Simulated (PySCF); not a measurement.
An unknown is described by computed data only.

Formula: C2H12O2SSi4.

- 1H NMR: chemical shifts (computed TMS as zero) by class: 6.39 (1 H), 5.17 (1 H), 4.84 (1 H), 4.37 (1 H), 3.69 (1 H), 3.64 (1 H), 3.60 (3 H), 1.87 (3 H) ppm [GIAO PBE0/pcSseg-1]
- Rotational structure: rotational constants A, B, C: 0.873, 0.449, 0.352 GHz [GFN2-xTB]
- NMR, other nuclei: isotropic shieldings of nuclei other than C and H, by class: -205 (1 O), 92 (1 O), 393 (1 Si), 436 (1 Si), 458 (1 Si), 478 (1 Si), 717 (1 S) ppm [GIAO PBE0/pcSseg-1]
- 13C NMR: chemical shifts (computed TMS as zero) by class: 186.1 (1 C), 16.1 (1 C) ppm [GIAO PBE0/pcSseg-1]
- Dipole: 0.88 D [PBE0/pcSseg-1]

Gas-phase values; electronic properties from PySCF, density fitting. Levels stand in brackets. Isolated species at its GFN2-xTB geometry (one conformer only). NMR classes are plain means over equivalent atoms (diastereotopic ones count apart unless rotation or inversion swaps them), as if these changed places fast.

Problem. Give a SMILES that accounts for the data.

Solution. Numbering: `[CH3:1][S:2][SiH2:3][Si@H:4]([SiH2:5][SiH3:6])[C:7](=[O:8])[OH:9]`. Its formula, C2H12O2SSi4, gives 1 degree of unsaturation: 0 rings and 1 π bond in the structure found. 2 carbons fall into 2 classes; from least to most shielded: carbonyl carbon [C7] (186.1 ppm), S-methyl carbon [C1] (16.1 ppm). Hydrogen classes from least to most shielded: 1 H on an acid hydroxyl oxygen, O9 (6.39 ppm), 1 H on an SiH2 silicon, Si3 (5.17 ppm), 1 H on an SiH2 silicon, Si3 (4.84 ppm), 1 H on an SiH silicon, Si4 (4.37 ppm), 1 H on an SiH2 silicon, Si5 (3.69 ppm), 1 H on an SiH2 silicon, Si5 (3.64 ppm), 3 H on an SiH3 silicon, Si6 (3.60 ppm), 3 H on an S-methyl carbon, C1 (1.87 ppm, a mean of values up to 0.6 ppm apart in this geometry). The other shieldings belong to: -205 ppm, acid carbonyl oxygen [O8]; 92 ppm, acid hydroxyl oxygen [O9]; 393 ppm, SiH2 silicon [Si3]; 436 ppm, SiH silicon [Si4]; 458 ppm, SiH3 silicon [Si6]; 478 ppm, SiH2 silicon [Si5]; 717 ppm, sulfur bonded to C and Si [S2]. The optimised geometry has point group C1 and is an asymmetric top. Structure: `S(C)[SiH2][Si@H]([SiH2][SiH3])C(O)=O`. The assignments are read from this structure; whether some other isomer fits the data as well wasn't checked. The mirror image fits equally.
